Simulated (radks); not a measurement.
Results of a calculation; reference values are marked as such.
Task: Coherent X-ray form factor from a spherical all-electron density. Code: a radial shooting solver on a logarithmic mesh with Libxc functionals. Model: non-relativistic Kohn-Sham, BLYP, spin-polarised, spherical densities, point nucleus.

sin(theta)/lambda (1/angstrom),f0 (electrons)
0.05,15.774
0.1,15.138
0.15,14.195
0.2,13.086
0.25,11.944
0.3,10.871
0.4,9.132
0.5,7.949
0.6,7.135
0.8,5.916
1,4.808
1.25,3.594
1.5,2.697
2,1.738

The species is in the configuration that NIST lists as its ground one. Which atom or ion scatters so?

Result: The potassium ion K3+, [Ne] 3s2 3p4. Extrapolating in s^2 from the first two rows gives f0(0) = 16.0, near the electron count 16; among species with that count, the fall with angle is slower the higher Z, and the table is that of Z = 19; from so few rows the species is fixed only to a neighbour or two.
